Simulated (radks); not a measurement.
Question: Radial electron density D(r) = 4 pi r^2 rho(r) of an atom or ion with 60 electrons. Calculated with a radial shooting solver on a logarithmic mesh with Libxc functionals: scalar-relativistic Kohn-Sham, LDA (Slater exchange, Perdew-Wang correlation), spin-polarised, spherical densities, point nucleus.

```
   r/bohr * D(r) (the largest magnitude, 106, reaches the edge; | marks zero)
 0.002467 |      *
 0.002896 |        *
 0.003398 |           *
 0.003956 |             *
 0.004642 |                 *
 0.005404 |                    *
 0.006342 |                        *
 0.007442 |                            *
 0.008664 |                                *
  0.01017 |                                    *
  0.01193 |                                       *
  0.01389 |                                        *
   0.0163 |                                         *
  0.01898 |                                        *
  0.02227 |                                       *
  0.02613 |                                     *
  0.03042 |                                    *
   0.0357 |                                     *
  0.04156 |                                        *
  0.04877 |                                             *
  0.05724 |                                                   *
  0.06663 |                                                      *
  0.07819 |                                                      *
  0.09176 |                                                  *
   0.1068 |                                            *
   0.1254 |                                        *
   0.1459 |                                         *
   0.1713 |                                             *
    0.201 |                                               *
    0.234 |                                            *
   0.2746 |                                  *
   0.3222 |                        *
   0.3751 |                  *
   0.4402 |                   *
   0.5124 |                     *
   0.6014 |                     *
   0.7057 |                 *
   0.8215 |            *
   0.9641 |        *
    1.122 |     *
    1.317 |    *
    1.546 |   *
    1.799 |  *
    2.112 | *
    2.478 |*
    2.885 *
    3.385 *
    3.941 *
    4.625 *
    5.427 *
    6.318 *
    7.414 *
    8.701 *
    10.13 *
    11.89 *
```

What is the nuclear charge?

Answer: Z = 61. The innermost maximum, from 1s, lies near gamma/Z bohr with gamma = sqrt(1 - (Z/c)^2) = 0.895, here 0.0147 bohr (found: 0.0162), and its height grows with Z. The density is that of the promethium ion Pm+ in [Xe] 4f5 6p1; the configuration itself is not fixed sharply by these data, and Z only to a few units. D(r) has 4 maxima, at r = 0.0162, 0.0716, 0.201, 0.555 bohr, and minima at 0.0309, 0.132, 0.400 bohr, inside which lie 1.95, 11.12, 29.14 electrons.
